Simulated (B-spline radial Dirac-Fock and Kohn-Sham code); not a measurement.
EELS cross sections of the Sb L1 (2s) edge

System: the Sb atom in the configuration [Kr] 4d10 5s2 5p3. Calculated with a radial finite-basis atomic code, using the first Born approximation with generalised oscillator strengths from a Dirac-Hartree-Slater potential (longitudinal and transverse terms; continuum final states only, so no white lines or fine structure). The edge is taken at 4698.0 eV (tabulated value).

Input of the calculation (task.json; shells as n, l, electrons):

```json
{"items": [{
  "Z": 51,
  "q": 0,
  "cfg": [[1, 0, 2], [2, 0, 2], [2, 1, 6], [3, 0, 2], [3, 1, 6], [3, 2, 10], [4, 0, 2], [4, 1, 6], [4, 2, 10], [5, 0, 2], [5, 1, 3]],
  "A": 121,
  "rrms": 4.6802,
  "do": "eels",
  "beams": [[80, 5], [80, 50], [80, 100], [100, 5], [100, 50], [120, 10], [120, 20], [120, 50], [120, 100], [200, 10], [200, 20], [200, 50], [200, 100], [300, 20]],
  "edges": {"L1": 4698.0}
}]}
```

Launch: `python xray2_run.py task.json out`

Edge shape dσ/dE in barn per eV:

```tsv
E − edge (eV)	80 kV, 50 mrad	120 kV, 50 mrad	200 kV, 100 mrad
1	0.0628	0.0696	0.104
3	0.0637	0.0706	0.109
6	0.0644	0.0714	0.113
10	0.0649	0.0721	0.115
15	0.0655	0.0728	0.116
20	0.0662	0.0735	0.117
30	0.0666	0.0741	0.119
40	0.0663	0.0738	0.119
50	0.0656	0.0730	0.118
65	0.0644	0.0718	0.116
80	0.0637	0.0711	0.115
100	0.0629	0.0703	0.114
125	0.0617	0.0690	0.112
150	0.0604	0.0676	0.111
200	0.0581	0.0652	0.107
250	0.0558	0.0628	0.104
300	0.0536	0.0605	0.101
```

For the first setting the maximum lies 30 eV above the edge. The intensity 300 eV above the edge is 80 % of the maximum.
